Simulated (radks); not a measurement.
Question: These are the eigenvalues of the occupied orbitals of an atom or ion with whole-number occupations (hartree). Calculated with a radial shooting solver on a logarithmic mesh with Libxc functionals: scalar-relativistic Kohn-Sham, r2SCAN, spin-polarised, spherical densities, finite nucleus; meta-GGA in the generalised Kohn-Sham scheme; Fermi nuclear charge, rms radius of each element as measured or else 0.836 A^(1/3) + 0.57 fm.

1s up: -2253.442
1s down: -2253.441
2s up: -382.8761
2s down: -382.8759
2p up: -337.3702
2p down: -337.3700
3s down: -86.81719
3s up: -86.81694
3p down: -73.03127
3p up: -73.03103
3d down: -56.22718
3d up: -56.22707
4s down: -17.45542
4s up: -17.45521
4p down: -12.91097
4p up: -12.91083
4d up: -6.90052
4d down: -6.90040
5s up: -2.32431
5s down: -2.32358
5p up: -1.29201
5p down: -1.29008
6s up: -0.35869
4f up: -0.35294
4f down: -0.35134

Which element is it, and in what charge state? The configuration may be excited. Open shells, if any, are filled with parallel spins first.

Answer: Z = 70, ytterbium, charge +1: Yb+ in [Xe] 4f14 6s1. The list shows which subshells hold electrons but not how many an open one holds; the 1s level, -2253.4 hartree, gives Z - s = 67.1 by -(Z - s)^2/2, which with screening and relativity narrows Z to a few neighbours, and the depths of the outer levels then fix element, charge and occupations together.
